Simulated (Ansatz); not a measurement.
Geometry optimisation, Ansatz, RKS BLYP/6-31G.

The input (input.yaml):

```yaml
crystal:
  periodic: [false, false, false]
  atoms:
    - { symbol: O, position_ang: [1.1481, 0.3275, 1.5093] }
    - { symbol: C, position_ang: [-0.1765, 0.1158, 0.9789] }
    - { symbol: Si, position_ang: [-0.3094, -1.5894, 0.2199] }
    - { symbol: Al, position_ang: [-0.2445, 0.5077, -0.944] }
    - { symbol: O, position_ang: [-0.4043, 1.5737, -2.4353] }
    - { symbol: H, position_ang: [1.1018, 1.3511, 1.7336] }
    - { symbol: H, position_ang: [-0.9831, 0.3859, 1.6649] }
    - { symbol: H, position_ang: [1.012, -2.2461, -0.1574] }
    - { symbol: H, position_ang: [-1.6009, -2.1799, 0.1011] }
    - { symbol: H, position_ang: [-1.3799, 1.65506, -2.49641] }
basis:
  gaussian: { orbitals: "6-31G" }
hamiltonian:
  xc: blyp
relax:
  f_tol: 0.015
  max_steps: 40
```

Launched with:

```bash
$ ansatz run input.yaml --threads 1 --pin off --max-ram 2048MiB --backend cpu --events-out ev --progress --plain --runs-dir out
```

Where does it end, and by what steps?

The run converged. Limits of this set-up: no polarisation functions. After 22 steps the energy has fallen by 1.512 eV; H9 moved furthest, 1.01 Å.

```json
{"step": "0", "energy less start (eV)": "0.0000", "largest force component (eV/Å)": "2.368", "accepted": "yes"}
{"step": "1", "energy less start (eV)": "-0.8658", "largest force component (eV/Å)": "1.285", "accepted": "yes"}
{"step": "2", "energy less start (eV)": "-1.1369", "largest force component (eV/Å)": "1.552", "accepted": "yes"}
{"step": "3", "energy less start (eV)": "-1.2997", "largest force component (eV/Å)": "0.812", "accepted": "yes"}
{"step": "4", "energy less start (eV)": "-1.3864", "largest force component (eV/Å)": "0.554", "accepted": "yes"}
{"step": "5", "energy less start (eV)": "-1.3931", "largest force component (eV/Å)": "0.542", "accepted": "yes"}
{"step": "6", "energy less start (eV)": "-1.4355", "largest force component (eV/Å)": "1.392", "accepted": "yes"}
{"step": "7", "energy less start (eV)": "-1.4708", "largest force component (eV/Å)": "0.119", "accepted": "yes"}
{"step": "8", "energy less start (eV)": "-1.4415", "largest force component (eV/Å)": "0.641", "accepted": "no"}
{"step": "9", "energy less start (eV)": "-1.4850", "largest force component (eV/Å)": "0.067", "accepted": "yes"}
{"step": "10", "energy less start (eV)": "-1.4955", "largest force component (eV/Å)": "0.078", "accepted": "yes"}
{"step": "11", "energy less start (eV)": "-1.4943", "largest force component (eV/Å)": "0.258", "accepted": "no"}
{"step": "12", "energy less start (eV)": "-1.5031", "largest force component (eV/Å)": "0.055", "accepted": "yes"}
{"step": "13", "energy less start (eV)": "-1.5075", "largest force component (eV/Å)": "0.072", "accepted": "yes"}
{"step": "14", "energy less start (eV)": "-1.5090", "largest force component (eV/Å)": "0.124", "accepted": "yes"}
{"step": "15", "energy less start (eV)": "-1.5106", "largest force component (eV/Å)": "0.100", "accepted": "yes"}
{"step": "16", "energy less start (eV)": "-1.5115", "largest force component (eV/Å)": "0.035", "accepted": "yes"}
{"step": "17", "energy less start (eV)": "-1.5120", "largest force component (eV/Å)": "0.036", "accepted": "yes"}
{"step": "18", "energy less start (eV)": "-1.5122", "largest force component (eV/Å)": "0.050", "accepted": "yes"}
{"step": "19", "energy less start (eV)": "-1.5123", "largest force component (eV/Å)": "0.026", "accepted": "yes"}
{"step": "20", "energy less start (eV)": "-1.5124", "largest force component (eV/Å)": "0.018", "accepted": "yes"}
{"step": "21", "energy less start (eV)": "-1.5124", "largest force component (eV/Å)": "0.019", "accepted": "yes"}
{"step": "22", "energy less start (eV)": "-1.5125", "largest force component (eV/Å)": "0.013", "accepted": "yes"}
```

```xyz
10
Properties=species:S:1:pos:R:3
O 1.185 0.385 1.455
C -0.160 0.217 0.919
Si -0.524 -1.579 0.005
Al -0.839 0.665 -0.915
O -0.618 1.766 -2.248
H 1.209 1.158 2.080
H -0.952 0.340 1.690
H 0.797 -2.154 -0.483
H -1.168 -2.644 0.884
H -0.765 1.749 -3.213
```

Whether the end is a true minimum wasn't checked by a vibrational analysis.

Time of the run: 91 s on 1 thread of Arm Neoverse V1, with other jobs on the host, peak memory 0.16 GiB.
